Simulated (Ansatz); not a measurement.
Ansatz (a quantum-chemistry and plane-wave program) input:

Ansatz 0.2 input:
```yaml
crystal:
  periodic: [false, false, false]
  atoms:
    - {symbol: Ti, position_ang: [1.12684954, -0.41087601, 0.01085392]}
    - {symbol: O, position_ang: [2.11951871, -0.39208638, -1.26634104]}
    - {symbol: Br, position_ang: [-1.19276684, 0.34788467, 0.28262691]}
basis:
  gaussian:
    orbitals: def2-TZVP
hamiltonian:
  xc: {name: PBE}
magnetization: {spin_polarized: true, initial_magnetization: 1}
relax: {f_tol: 0.003, max_steps: 100}
```

Question: What final total energy does it print?

Answer: -3498.28948 Eh (PBE/def2-TZVP). The basis has 124 functions.

The spin state was set by rule; other spins were not relaxed.
